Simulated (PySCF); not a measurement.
Ru: ionisation energy

Ru [Kr] 4d7 5s1 (5F) → Ru⁺ [Kr] 4d7 (4F), as a difference of total energies. Computed with PySCF 2.14 in aug-cc-pVTZ-PP with ECP28MDF, with a scalar-relativistic core potential. Correlated levels: valence: 4s2 4p6 frozen. The calculations carry no spin-orbit coupling.

```tsv
method	ionisation energy (eV)
UHF	6.292
LDA	8.118
PBE	7.828
r2SCAN	7.765
B97-3	7.251
TPSSh	7.527
BP86	7.983
B3LYP	7.646
MP2 (valence)	7.180
```

Question: Estimate what SCS-MP2 (valence) gives.

Answer: 6.908 eV, closest to MP2 (valence) among the rows shown.

Question: Estimate what PBE0 gives.

Answer: 7.518 eV, closest to TPSSh among the rows shown.

Errors of the correlated levels include the incompleteness of this basis and the frozen core.

For comparison: 7.365 eV (measured; NIST levels, between the centres of gravity of the two terms).
